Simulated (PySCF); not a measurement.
Si(Me)(OH)3 (CH6O3Si), SMILES C[Si](O)(O)O. Atoms are numbered in the order given.

```xyz
11

C      0.0000     0.0000    -1.8449
Si     0.0000     0.0000     0.0070
O     -1.5445    -0.2427     0.5848
O      0.5621     1.4589     0.5848
O      0.9824    -1.2162     0.5848
H     -0.7771     0.6765    -2.2339
H      0.9744     0.3347    -2.2339
H     -0.1974    -1.0112    -2.2339
H     -1.6351    -0.9694     1.2121
H     -0.0220     1.9007     1.2121
H      1.6570    -0.9313     1.2121
```

Geometry optimised at B3LYP-D3(BJ)/def2-SVP. A frequency run showed that this geometry is not a minimum. One conformer was computed; it need not be the lowest.

Method: CAM-B3LYP/def2-TZVP run with PySCF.

Gas-phase values at a fixed geometry.

```json
{
 "total_energy": "-557.10463 hartree",
 "point_group": "C3",
 "highest_occupied_level": "-10.07 eV",
 "lowest_empty_level": "1.31 eV",
 "orbital_gap": "11.38 eV",
 "dipole_moment": "1.42 D",
 "quadrupole, principal values (traceless, Buckingham form, about the centre of nuclear charge)": "-3.07, -3.07, 6.13 D·Å",
 "mean_static_polarisability": "44.8 bohr³ (6.63 Å³)",
 "polarisability_principal_values": "43.3, 43.3, 47.7 bohr³"
}
```
